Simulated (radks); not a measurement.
Values are calculated unless marked as measured or tabulated.
All-electron atom: Cs III in [Kr] 4d10 5s2 5p5. Code: a radial shooting solver on a logarithmic mesh with Libxc functionals. Model: Dirac Kohn-Sham, PBEsol, spin-unpolarised, spherical densities, finite nucleus; open shells are shared between the two j in proportion to 2j + 1; Fermi nuclear charge, rms radius 4.8041 fm.

Unscreened Slater integrals over Kohn-Sham orbitals (cm^-1). Large and small components are both included.

| integral | value |
|---|---|
| F0(5p3/2,5p3/2) | 98336 |
| F2(5p3/2,5p3/2) | 53200 |
| F0(5p3/2,5p1/2) | 100250 |
| G2(5p3/2,5p1/2) | 53947 |
| F0(5p3/2,5s1/2) | 105760 |
| G1(5p3/2,5s1/2) | 69901 |
| F0(5p3/2,4d5/2) | 122880 |
| F2(5p3/2,4d5/2) | 34515 |
| G1(5p3/2,4d5/2) | 10153 |
| G3(5p3/2,4d5/2) | 9700.3 |
| F0(5p1/2,5p1/2) | 102320 |
| F0(5p1/2,5s1/2) | 108320 |
| G1(5p1/2,5s1/2) | 73721 |
| F0(5p1/2,4d5/2) | 127300 |
| G3(5p1/2,4d5/2) | 10966 |
| F0(5s1/2,5s1/2) | 115800 |
| F0(5s1/2,4d5/2) | 141330 |
| G2(5s1/2,4d5/2) | 16768 |
| F0(4d5/2,4d5/2) | 235520 |
| F2(4d5/2,4d5/2) | 119570 |
| F4(4d5/2,4d5/2) | 79650 |
